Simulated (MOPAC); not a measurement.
Job for MOPAC: PM3 on CH6OS (a complex), monomers drawn apart or pushed together.

```
PM3 1SCF PRECISE CHARGE=0 THREADS=1
CH6OS

S      0.08035804 1     1.49548586 1    -0.19620550 1
H      1.29801576 1     0.93039521 1    -0.21268552 1
H     -0.53190062 1     0.32486186 1    -0.43573455 1
C      0.15074601 1     0.24414834 1     2.91258147 1
O      0.23818110 1    -0.41682561 1     4.16839347 1
H     -0.86571828 1     0.58473352 1     2.68995641 1
H      0.44075769 1    -0.48033468 1     2.15335098 1
H      0.82846009 1     1.10140730 1     2.84423365 1
H     -0.01474648 1     0.20228111 1     4.86002215 1
```

It printed:

```
*******************************************************************************
 **                                                                           **
 **                              MOPAC v23.2.5                                **
 **                                                                           **
 *******************************************************************************
 ** MOPAC's Digital Object Identifier: https://doi.org/10.5281/zenodo.6511958 **
 **                                                                           **
 ** Please cite the open-source release paper for use of this MOPAC version:  **
 ** J. E. Moussa and J. J. P. Stewart (2026)                                  **
 ** MOPAC: An open-source semiempirical molecular orbital program             **
 ** J. Open Source Softw., 11(119), 8025, https://doi.org/10.21105/joss.08025 **
 *******************************************************************************

                              PM3 CALCULATION RESULTS

 *******************************************************************************
 *  PM3        - The PM3 Hamiltonian to be used
 *
 *
 *
 *                 CHARGE ON SYSTEM = 0
 *
 *
 *
 *  PRECISE    - TIGHTER CRITERIA TO BE USED
 *  1SCF       - DO 1 SCF AND THEN STOP
 *  THREADS=1  - MULTI-THREADING NOT USED
 *  T=         - A TIME OF 172800.0 SECONDS REQUESTED
 *  DUMP=N     - RESTART FILE WRITTEN EVERY 7200.0 SECONDS REQUESTED
 *******************************************************************************
PM3 1SCF PRECISE CHARGE=0 THREADS=1
 CH6OS

   ATOM   CHEMICAL          X               Y               Z
  NUMBER   SYMBOL      (ANGSTROMS)     (ANGSTROMS)     (ANGSTROMS)

     1       S          0.08035804  *   1.49548586  *  -0.19620550  *
     2       H          1.29801576  *   0.93039521  *  -0.21268552  *
     3       H         -0.53190062  *   0.32486186  *  -0.43573455  *
     4       C          0.15074601  *   0.24414834  *   2.91258147  *
     5       O          0.23818110  *  -0.41682561  *   4.16839347  *
     6       H         -0.86571828  *   0.58473352  *   2.68995641  *
     7       H          0.44075769  *  -0.48033468  *   2.15335098  *
     8       H          0.82846009  *   1.10140730  *   2.84423365  *
     9       H         -0.01474648  *   0.20228111  *   4.86002215  *



          CARTESIAN COORDINATES

    NO.       ATOM           X           Y           Z

     1         S          0.0804      1.4955     -0.1962
     2         H          1.2980      0.9304     -0.2127
     3         H         -0.5319      0.3249     -0.4357
     4         C          0.1507      0.2441      2.9126
     5         O          0.2382     -0.4168      4.1684
     6         H         -0.8657      0.5847      2.6900
     7         H          0.4408     -0.4803      2.1534
     8         H          0.8285      1.1014      2.8442
     9         H         -0.0147      0.2023      4.8600

  H: (PM3): J. J. P. STEWART, J. COMP. CHEM. 10, 209 (1989).
  C: (PM3): J. J. P. STEWART, J. COMP. CHEM. 10, 209 (1989).
  O: (PM3): J. J. P. STEWART, J. COMP. CHEM. 10, 209 (1989).
  S: (PM3): J. J. P. STEWART, J. COMP. CHEM. 10, 209 (1989).

           Empirical Formula: C H6 O S  =     9 atoms



      MOLECULAR POINT GROUP   :   Cs


      RHF CALCULATION, NO. OF DOUBLY OCCUPIED LEVELS = 11


 -------------------------------------------------------------------------------
 PM3 1SCF PRECISE CHARGE=0 THREADS=1
 CH6OS



     1SCF WAS SPECIFIED, SO BFGS WAS NOT USED
     SCF FIELD WAS ACHIEVED


                              PM3 CALCULATION
                                                       MOPAC v23.2.5 Linux




          FINAL HEAT OF FORMATION =        -50.11290 KCAL/MOL =    -209.67238 KJ/MOL


          COSMO AREA              =        113.19 SQUARE ANGSTROMS
          COSMO VOLUME            =         93.81 CUBIC ANGSTROMS

          IONIZATION POTENTIAL    =          9.733628 EV
          HOMO LUMO ENERGIES (EV) =         -9.734  0.359
          NO. OF FILLED LEVELS    =         11
          MOLECULAR WEIGHT        =         66.1178         POINT GROUP:  Cs

          MOLECULAR DIMENSIONS (Angstroms)

            Atom       Atom       Distance
            H     9    H     3     5.32236
            H     6    H     2     2.45209
            S     1    H     7     1.92281


          SCF CALCULATIONS        =          1





   ATOM   CHEMICAL          X               Y               Z
  NUMBER   SYMBOL      (ANGSTROMS)     (ANGSTROMS)     (ANGSTROMS)

     1       S          0.08035804  *   1.49548586  *  -0.19620550  *
     2       H          1.29801576  *   0.93039521  *  -0.21268552  *
     3       H         -0.53190062  *   0.32486186  *  -0.43573455  *
     4       C          0.15074601  *   0.24414834  *   2.91258147  *
     5       O          0.23818110  *  -0.41682561  *   4.16839347  *
     6       H         -0.86571828  *   0.58473352  *   2.68995641  *
     7       H          0.44075769  *  -0.48033468  *   2.15335098  *
     8       H          0.82846009  *   1.10140730  *   2.84423365  *
     9       H         -0.01474648  *   0.20228111  *   4.86002215  *

                             CARTESIAN COORDINATES

   1    S        0.080358040     1.495485860    -0.196205500
   2    H        1.298015760     0.930395210    -0.212685520
   3    H       -0.531900620     0.324861860    -0.435734550
   4    C        0.150746010     0.244148340     2.912581470
   5    O        0.238181100    -0.416825610     4.168393470
   6    H       -0.865718280     0.584733520     2.689956410
   7    H        0.440757690    -0.480334680     2.153350980
   8    H        0.828460090     1.101407300     2.844233650
   9    H       -0.014746480     0.202281110     4.860022150


           Empirical Formula: C H6 O S  =     9 atoms



      MOLECULAR POINT GROUP   :   Cs


                  EIGENVALUES
 -37.61755 -27.84946 -26.12570 -17.72743 -15.57511 -15.40786 -15.14384 -12.67581
 -12.30956 -11.12761  -9.73363   0.35883   1.06473   3.43519   3.96330   4.32893
   4.39083   5.61138


              NET ATOMIC CHARGES AND DIPOLE CONTRIBUTIONS

  ATOM NO.   TYPE          CHARGE      No. of ELECS.   s-Pop       p-Pop
    1          S          -0.006421        6.0064     1.88726     4.11916
    2          H           0.004724        0.9953     0.99528
    3          H           0.004817        0.9952     0.99518
    4          C           0.061057        3.9389     1.13025     2.80870
    5          O          -0.317431        6.3174     1.81490     4.50253
    6          H           0.019475        0.9805     0.98053
    7          H           0.030746        0.9693     0.96925
    8          H           0.018828        0.9812     0.98117
    9          H           0.184207        0.8158     0.81579
 DIPOLE           X         Y         Z       TOTAL
 POINT-CHG.    -0.258     0.952    -0.383     1.058
 HYBRID         0.410    -1.140    -0.119     1.218
 SUM            0.152    -0.188    -0.503     0.558


          ATOMIC ORBITAL ELECTRON POPULATIONS

     Atom    s        px        py        pz
    1  S   1.88726   1.03280   1.12029   1.96606
    2  H   0.99528
    3  H   0.99518
    4  C   1.13025   0.98281   0.95811   0.86778
    5  O   1.81490   1.92424   1.41569   1.16260
    6  H   0.98053
    7  H   0.96925
    8  H   0.98117
    9  H   0.81579

 **********************
 *                    *
 * JOB ENDED NORMALLY *
 *                    *
 **********************




 == MOPAC DONE ==
```

The run finished.

Cost: very roughly 0.020 core-seconds.
